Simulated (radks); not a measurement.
Species: the silver ion Ag12+. Configuration: [Ar] 3d10 4s2 4p5.

Calculated with a radial shooting solver on a logarithmic mesh with Libxc functionals: non-relativistic Kohn-Sham, LDA (Slater exchange, Perdew-Wang correlation), spin-unpolarised, spherical densities, point nucleus; relativity is left out, which matters for an element this heavy.

Energy parts (hartree):
part                        energy
total                  -5147.80694
kinetic                 5145.11243
electron-nucleus      -11920.00756
Hartree                 1758.95920
exchange-correlation    -131.87101

Orbitals (lengths in bohr, moments of r in powers of bohr; r(max) is where P^2 peaks):
orbital  occ.  eigenvalue (hartree)   r(max)     <r^2>      <r^4>      <r>
1s          2             -910.1027  0.02146  0.001406  5.003e-06  0.03242
2s          2             -139.6649   0.1192   0.02321  0.0009158   0.1406
2p          6             -130.7300  0.09339   0.01753  0.0006038   0.1200
3s          2             -33.13768   0.3441    0.1649    0.04134   0.3801
3p          6             -29.53746   0.3303    0.1598    0.04069   0.3713
3d         10             -22.88715   0.2721    0.1390    0.03558   0.3422
4s          2             -11.70218   0.8120    0.8294     0.9737   0.8597
4p          5             -10.44311   0.8339    0.8912      1.143   0.8887

The highest occupied level is 4p at -284.17 eV. The electron density at the nucleus is 7.271e+04 e/bohr^3.
